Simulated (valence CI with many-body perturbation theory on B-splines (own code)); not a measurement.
V⁹⁺: electric-dipole lines

Computed by relativistic CI+MBPT: four valence electrons over a frozen Dirac-Fock core [Ne], radial functions for each j: 11 s, 11 p, 10 d, 8 f, 5 g, 2 h, with the one-electron correlation potential Σ1 (screened to all orders), the two-electron term Σ2, the three-electron term Σ3, Breit, model QED; selected single and double excitations, second order for the rest, scaled by the run's own slope (own B-spline code, finite nucleus).

No measured spectrum was set against this ion. As an estimate, levels of excited configurations hold to 0.05 to 0.15 % of their energy, terms of the ground configuration to about 0.5 %. Among the levels kept, up to 630 cm⁻¹ of a level comes from second order outside the variational space, and about a tenth of that is noise between levels of different J, which matters for small intervals.

Lines 1 to 50 of 558 in falling wavelength, among levels below 937070 cm⁻¹, chosen from the strongest by gf and those to the six lowest levels. Wavelengths and rates use the calculated energies, so an error of 100 cm⁻¹ moves a line at 727.9 Å by 0.073 % and its rate by three times that or more. Electric multipoles are in the length gauge, E1 and E2 with the static RPA response of the core. Weak lines are less certain than strong ones. Lines between different terms over intervals too small for the method are left out, as are lines whose strength nearly cancels. Where a level lies close to another of its J and parity, the split of strength between their lines is uncertain. The highest levels of a list are the least certain.

Names give the largest LS component (configuration and term), which can be under half, so a name can repeat, a term be missing and a line seem to break the LS rules; names also repeat where a configuration has a term twice. Letters in brackets count levels of one name in rising energy.

```csv
λ vac (Å),Upper,Lower,A (s⁻¹),S (a.u.) with core polarisation,S without
727.9,3p3 3d 1F°_3 [a],3s 3p2 3d 1D_2 [c],2.26e+08,3.02e-01,3.15e-01
669.6,3p3 3d 3G°_5,3s 3p2 3d 3F_4 [c],6.18e+08,1.01e+00,1.05e+00
668.2,3p3 3d 3G°_4,3s 3p2 3d 3F_3 [c],5.02e+08,6.65e-01,6.94e-01
665.5,3p3 3d 3G°_3,3s 3p2 3d 3F_2 [c],5.21e+08,5.31e-01,5.54e-01
658.8,3s 3p3 5S°_2,3s2 3p2 3P_2,2.29e+06,1.62e-03,1.69e-03
636.8,3s 3p3 5S°_2,3s2 3p2 3P_1,1.14e+06,7.25e-04,7.56e-04
633.9,3p3 3d 3F°_4 [a],3s 3p2 3d 3D_3 [b],2.85e+08,3.23e-01,3.36e-01
625.9,3p3 3d 3F°_4 [a],3s 3p2 3d 3F_4 [b],3.36e+08,3.66e-01,3.82e-01
619.7,3p3 3d 3F°_3 [a],3s 3p2 3d 3F_3 [b],4.26e+08,3.50e-01,3.65e-01
615.3,3p3 3d 3F°_2 [a],3s 3p2 3d 3F_2 [b],5.41e+08,3.11e-01,3.24e-01
594.9,3p3 3d 1F°_3 [b],3s 3p2 3d 1F_3 [b],5.44e+08,3.96e-01,4.13e-01
576.7,3p3 3d 3F°_2 [b],3s 3p2 3d 3D_1 [d],6.16e+08,2.91e-01,3.04e-01
572.6,3p3 3d 3F°_3 [b],3s 3p2 3d 3D_2 [d],6.35e+08,4.12e-01,4.30e-01
563.7,3p3 3d 3F°_4 [b],3s 3p2 3d 3D_3 [d],7.78e+08,6.19e-01,6.46e-01
552.8,3p3 3d 3G°_5,3s 3p2 3d 3F_4 [b],3.12e+08,2.86e-01,2.97e-01
543.8,3p3 3d 3G°_4,3s 3p2 3d 3F_3 [b],3.68e+08,2.63e-01,2.73e-01
537.0,3s 3p3 3P°_1,3s2 3p2 1S_0,6.56e+06,1.51e-03,1.57e-03
531.0,3s 3p3 3D°_1,3s2 3p2 1D_2,7.34e+06,1.63e-03,1.69e-03
530.8,3s 3p3 3D°_2,3s2 3p2 1D_2,3.46e+06,1.28e-03,1.33e-03
527.9,3s 3p3 3D°_3,3s2 3p2 1D_2,2.47e+07,1.25e-02,1.31e-02
510.1,3p3 3d 3D°_2 [b],3s 3p2 3d 3F_3 [c],6.69e+08,2.19e-01,2.28e-01
507.5,3p3 3d 1D°_2 [a],3s 3p2 3d 1P_1 [a],6.98e+08,2.25e-01,2.34e-01
502.9,3p3 3d 3D°_3 [b],3s 3p2 3d 3F_4 [c],6.31e+08,2.77e-01,2.88e-01
499.9,3p3 3d 3F°_4 [b],3s 3p2 3d 3F_4 [c],6.10e+08,3.39e-01,3.53e-01
488.2,3p3 3d 3D°_3 [b],3s 3p2 3d 3D_3 [c],6.58e+08,2.65e-01,2.76e-01
483.6,3p4 1D_2,3s 3p3 1D°_2,3.01e+09,8.40e-01,8.75e-01
481.7,3p3 3d 3P°_2 [b],3s 3p2 3d 3D_3 [c],1.36e+09,3.74e-01,3.90e-01
480.4,3p4 1S_0,3s 3p3 1P°_1,4.98e+09,2.72e-01,2.84e-01
479.4,3p3 3d 1F°_3 [a],3s 3p2 3d 1D_2 [b],1.31e+09,4.99e-01,5.19e-01
472.8,3s 3p3 3D°_1,3s2 3p2 3P_2,8.60e+06,1.35e-03,1.40e-03
472.5,3s 3p3 3D°_2,3s2 3p2 3P_2,8.08e+07,2.10e-02,2.20e-02
470.3,3s 3p3 3D°_3,3s2 3p2 3P_2,8.75e+08,3.14e-01,3.28e-01
467.0,3s 3p2 3d 1F_3 [a],3s2 3p 3d 3P°_2 [b],6.59e+08,2.32e-01,2.42e-01
465.3,3p3 3d 1F°_3 [b],3s 3p2 3d 1D_2 [b],6.00e+08,2.09e-01,2.17e-01
462.3,3p3 3d 3D°_2 [a],3s 3p2 3d 3P_1 [a],9.23e+08,2.25e-01,2.34e-01
461.3,3s 3p3 3D°_1,3s2 3p2 3P_1,2.86e+08,4.15e-02,4.33e-02
461.1,3s 3p3 3D°_2,3s2 3p2 3P_1,8.90e+08,2.15e-01,2.25e-01
460.8,3p3 3d 3G°_3,3s 3p2 3d 3G_3,1.70e+09,5.76e-01,6.00e-01
460.4,3p3 3d 3G°_4,3s 3p2 3d 3G_4,1.66e+09,7.20e-01,7.50e-01
460.0,3p3 3d 3G°_5,3s 3p2 3d 3G_5,1.97e+09,1.04e+00,1.08e+00
458.6,3p3 3d 1D°_2 [a],3s 3p2 3d 1F_3 [a],2.73e+09,6.49e-01,6.75e-01
455.4,3p3 3d 1P°_1 [a],3s 3p2 3d 1P_1 [a],1.68e+09,2.35e-01,2.44e-01
453.4,3s 3p2 3d 1F_3 [a],3s2 3p 3d 3P°_2 [a],1.04e+09,3.34e-01,3.48e-01
452.6,3s 3p3 3D°_1,3s2 3p2 3P_0,7.18e+08,9.85e-02,1.03e-01
451.9,3p3 3d 3D°_3 [a],3s 3p2 3d 3P_2 [a],1.31e+09,4.19e-01,4.36e-01
451.2,3s 3p3 3P°_1,3s2 3p2 1D_2,1.96e+07,2.66e-03,2.77e-03
450.9,3s 3p3 3P°_2,3s2 3p2 1D_2,2.61e+06,5.90e-04,6.16e-04
448.7,3p3 3d 1G°_4,3s 3p2 3d 1F_3 [a],4.07e+09,1.63e+00,1.70e+00
448.6,3p3 3d 3D°_3 [b],3s 3p2 3d 3P_2 [b],6.16e+08,1.92e-01,2.00e-01
441.0,3p3 3d 1G°_4,3s 3p2 3d 1G_4,4.35e+09,1.66e+00,1.73e+00
```
